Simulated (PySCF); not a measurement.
2H-1,3,5-oxadiazine (C3H4N2O), SMILES C1=NC=NCO1.

The structure is a stationary point at PBE-D3(BJ)/def2-SVP. The values are those of a single conformer.

Computed with PySCF with PBE-D3(BJ)/def2-SVP.

No scaling factor is applied to the harmonic values.

| mode | ν (cm⁻¹) | IR (km/mol) | moving atoms (share of kinetic energy) |
|---|---|---|---|
| 1 | 82 | 4.0 | H 32 %, O 24 %, N 24 %, C 20 % |
| 2 | 304 | 0.1 | C 30 %, N 29 %, H 28 %, O 13 % |
| 3 | 531 | 13.0 | N 30 %, O 26 %, C 26 %, H 18 % |
| 4 | 577 | 18.3 | N 39 %, H 27 %, C 22 %, O 12 % |
| 5 | 649 | 16.2 | N 39 %, C 38 %, O 19 % |
| 6 | 793 | 45.1 | C 59 %, O 28 % |
| 7 | 905 | 0.4 | N 67 %, O 15 %, C 14 % |
| 8 | 916 | 1.7 | H 56 %, C 34 % |
| 9 | 962 | 1.1 | H 63 %, C 34 % |
| 10 | 1022 | 12.6 | C 54 %, H 30 %, N 14 % |
| 11 | 1048 | 58.5 | C 52 %, H 29 %, N 14 % |
| 12 | 1081 | 7.6 | C 54 %, H 35 % |
| 13 | 1167 | 108.9 | C 41 %, H 31 %, O 20 %, N 9 % |
| 14 | 1222 | 1.2 | H 94 % |
| 15 | 1340 | 7.4 | H 86 % |
| 16 | 1353 | 31.2 | H 73 %, N 16 %, C 10 % |
| 17 | 1370 | 53.9 | H 58 %, C 17 %, N 15 %, O 10 % |
| 18 | 1428 | 0.3 | H 90 %, C 8 % |
| 19 | 1598 | 175.0 | C 53 %, N 38 %, H 9 % |
| 20 | 1679 | 189.5 | C 54 %, N 41 % |
| 21 | 2928 | 60.9 | H 94 % |
| 22 | 3032 | 21.6 | H 91 %, C 9 % |
| 23 | 3074 | 36.6 | H 92 %, C 8 % |
| 24 | 3079 | 4.8 | H 91 %, C 9 % |
